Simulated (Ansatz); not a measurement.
(CuSH)2 ring (Cu2H2S2). The state is a singlet with charge 0. Geometry relaxed at PBE0-D4/def2-SVP.

Cartesian coordinates in Å:
```
Cu 1.229 -0.006 -0.147
S -0.022 1.317 -1.568
Cu -0.887 0.713 0.486
S 0.387 -0.562 1.931
H -0.577 0.297 -2.266
H -0.130 -1.759 1.563
```

Problem. Estimate the harmonic wavenumbers at RKS PBE0-D4/def2-SVP (Ansatz, unscaled). Is this a minimum?

Solution. 90, 160, 197, 203, 312, 323, 420, 447, 449, 505, 2684, 2684 cm⁻¹. Yes, no mode is imaginary beyond noise. Zero-point energy 50.7 kJ/mol. Hardware: 4 threads of Arm Neoverse V1 on a shared host. Wall time 64 s.
